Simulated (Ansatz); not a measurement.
Cl₂Pb, charge +1, doublet, at a GFN2-xTB geometry (such geometries of metal compounds can be far from the true shape) (a state made from the parent by changing its charge; the spin is typed, not shown lowest) (core potentials on Pb). Base run: PBE0/def2-SV(P) run with Ansatz (an electronic-structure program).

Input for Ansatz:
Ansatz 0.2 input:
```yaml
crystal:
  periodic: [false, false, false]
  atoms:
    - {symbol: Pb, position_ang: [0.01015581, -0.01565948, 0.63472292]}
    - {symbol: Cl, position_ang: [0.88949124, 1.05107845, -1.52042667]}
    - {symbol: Cl, position_ang: [-0.93847809, -0.97554448, -1.54117802]}
basis:
  gaussian:
    orbitals: def2-SV_P_.json
hamiltonian:
  xc: pbe0
total_charge: 1
magnetization: {spin_polarized: true, initial_magnetization: 1}
```
The basis file holds def2-SV(P) in the JSON format of the Basis Set Exchange.

The base run was repeated with changes; each row names its change, and settings that it needs were set with it.

| change | ΔE vs base (eV) |
|---|---|
| base | 0.00 |
| symmetry_tolerance_ang = 0.01 | 0.00 |
| occupation = up:A1:11 A2:3 B1:5 B2:9 down:A1:12 A2:3 B1:4 B2:8 | 4.87 |
| occupation = up:A1:13 A2:3 B1:3 B2:9 down:A1:12 A2:3 B1:4 B2:8 | 7.65 |
| occupation = up:A1:12 A2:4 B1:3 B2:9 down:A1:12 A2:3 B1:4 B2:8 | 16.43 |
| occupation = up:A1:12 A2:3 B1:5 B2:8 down:A1:12 A2:3 B1:4 B2:8 | 4.55 |
| occupation = up:A1:12 A2:3 B1:4 B2:9 down:A1:12 A2:3 B1:4 B2:8 | 0.00 |
